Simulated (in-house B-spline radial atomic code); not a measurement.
A run on neutral aluminium (an excited or competing configuration) that did not converge. Method: non-relativistic TPSSh, spin-polarised, spherical fractional occupations, exact exchange averaged over the configuration, point nucleus; computed with a B-spline radial code for spherical atoms.

Command:
```bash
python run_scf.py task.json out
```
Settings:
```
Z                13
configuration    [Ne] 3s2 4d1
hamiltonian      nr
method           tpssh
spin_polarised   True
exact_exchange   averaged over the configuration
```

First and last ten iterations of the last attempt (damped for 15 steps, keeping 80 % of the old Fock matrix, then DIIS):
```
 iter        energy (Eh)    residual
    1        -242.196639    1.80e-02
    2        -242.197888    1.37e-03
    3        -242.197968    1.10e-03
    4        -242.198030    8.74e-04
    5        -242.198075    6.90e-04
    6        -242.198107    5.41e-04
    7        -242.198129    4.19e-04
    8        -242.198143    3.36e-04
    9        -242.198151    2.84e-04
   10        -242.198156    2.38e-04
  111        -242.198157    7.15e-07
  112        -242.198157    7.15e-07
  113        -242.198157    7.15e-07
  114        -242.198157    7.15e-07
  115        -242.198157    7.15e-07
  116        -242.198157    7.15e-07
  117        -242.198157    7.15e-07
  118        -242.198157    1.18e-06
  119        -242.198157    7.39e-07
  120        -242.198157    6.09e-07
 not converged after 120 iterations
```

The smallest residual met was 4.9e-07; the threshold is about 1e-07. Over the last five steps the energy moves by less than 1e-08 hartree, but the orbitals didn't meet the threshold. Run time, properties included: 3.9 s on 1 thread of Intel(R) Xeon(R) 6975P-C, with other jobs on the host.
